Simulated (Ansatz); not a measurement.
Molecule: Si$_{5}$H$_{12}$, net charge 0, singlet state. 
Coordinates optimised at B3LYP-D3(BJ)/def2-TZVP (Ansatz, an electronic-structure program):
SMILES: [SiH3][SiH2][SiH]([SiH3])[SiH3]
```xyz
17

Si     2.9919     0.4445     0.5559
Si     1.3323    -0.3931    -0.8709
Si    -0.7641     0.4615    -0.2633
Si    -2.4582    -0.5449    -1.5302
Si    -1.1133     0.0681     2.0204
H      4.3427    -0.0267     0.1636
H      2.7156    -0.0014     1.9430
H      2.9762     1.9273     0.5265
H      1.2892    -1.8746    -0.7619
H      1.6404    -0.0454    -2.2822
H     -0.7690     1.9302    -0.5038
H     -2.4665    -2.0024    -1.2549
H     -2.2226    -0.3382    -2.9800
H     -3.7880     0.0109    -1.1786
H     -2.4703     0.5016     2.4340
H     -0.1107     0.7977     2.8339
H     -0.9764    -1.3835     2.2934
```

Wanted: atomisation energy (electronic, to ground-state atoms), in kcal/mol. Correlated levels leave the core frozen unless marked. Open shells are spin-unrestricted. Spin-orbit coupling is left out. Non-relativistic unless marked X2C. The coupled-cluster limit lacks core correlation, which all-electron functionals hold. CBS(X,Y): correlation extrapolated as X^-3; Hartree-Fock from the larger set.

| level | program | atomisation energy (kcal/mol) |
|---|---|---|
| HF/aug-cc-pV(T+d)Z | Ansatz | 902.3 |
| PBE/def2-TZVPD | Ansatz | 1144.8 |
| BHLYP-D4/def2-TZVPD | Ansatz + dftd4 | 1169.1 |
| r2SCANh/def2-TZVPD | Ansatz | 1169.0 |
| B2GP-PLYP-D4/def2-TZVPD | Ansatz + dftd4 | 1150.9 |
| B2GP-PLYP/def2-TZVPD | Ansatz | 1145.6 |

Estimate the value at CCSD(T)/CBS(cc-pV(T+d)Z,cc-pV(Q+d)Z) as computed with Ansatz.

1178.5 kcal/mol, so B2GP-PLYP/def2-TZVPD differs from it by -32.9 kcal/mol.
